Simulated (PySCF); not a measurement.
# MP for M along the chalcogens

PBE with triple-zeta basis sets in PySCF, for the lowest determinant that a PBE0 search found; no spin–orbit coupling. De refers to high-spin ground-configuration atoms. A positive dipole means M(−)P(+).

| M | basis | state (unpaired electrons) | Re (Å) | ωe (cm⁻¹) | De (eV) | μ (D) |
| --- | --- | --- | --- | --- | --- | --- |
| O | def2-TZVPP | doublet (π ↑) | 1.497 | 1200 | 6.63 | 1.90 |
| S | def2-TZVPP | doublet (π ↑) | 1.915 | 729 | 4.89 | 0.56 |
| Se | def2-TZVPP | doublet (π ↑) | 2.056 | 556 | 4.26 | 0.15 |
| Te | def2-TZVPP | doublet (π ↑) | 2.260 | 467 | 3.57 | -0.65 |

Question: By what factor does the well depth vary along the series?

Answer: At PBE it runs from 3.57 eV (TeP) to 6.63 eV (PO), a factor of 1.86.

Relativity is treated differently too: O no relativity; S no relativity; Se no relativity; Te scalar-relativistic core potentials.

Down a group bonds as a rule get longer and wavenumbers fall, partly through the reduced mass; this series shows no clear exception.

These are scalar-relativistic numbers at best; spin–orbit coupling would shift them, the dissociation energy most. States were picked by a PBE0 search and need not be the measured ground states.
